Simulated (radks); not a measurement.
Results of a calculation; reference values are marked as such.
Neutral thulium: order these configurations by energy. Level of theory: Dirac Kohn-Sham, relativistic LDA (MacDonald-Vosko exchange, VWN5 correlation), spin-unpolarised, spherical densities, finite nucleus; Fermi nuclear charge, rms radius of each element as measured or else 0.836 A^(1/3) + 0.57 fm (a radial shooting solver on a logarithmic mesh with Libxc functionals). Sub-shells are occupied by j as written (lower j first in brackets). [Xe] 4f(5/2: 6, 7/2: 6) 5d(3/2: 1, 5/2: 0) 6s2; [Xe] 4f(5/2: 6, 7/2: 6) 6s2 6p(1/2: 1, 3/2: 0); [Xe] 4f(5/2: 6, 7/2: 7) 5d(3/2: 1, 5/2: 0) 6s1; [Xe] 4f(5/2: 6, 7/2: 7) 6s1 6p(1/2: 1, 3/2: 0); [Xe] 4f(5/2: 6, 7/2: 7) 6s2.

Answer. From the lowest, in eV above it: [Xe] 4f(5/2: 6, 7/2: 7) 6s2 0.000; [Xe] 4f(5/2: 6, 7/2: 7) 6s1 6p(1/2: 1, 3/2: 0) 2.740; [Xe] 4f(5/2: 6, 7/2: 7) 5d(3/2: 1, 5/2: 0) 6s1 2.984; [Xe] 4f(5/2: 6, 7/2: 6) 5d(3/2: 1, 5/2: 0) 6s2 4.270; [Xe] 4f(5/2: 6, 7/2: 6) 6s2 6p(1/2: 1, 3/2: 0) 5.531.
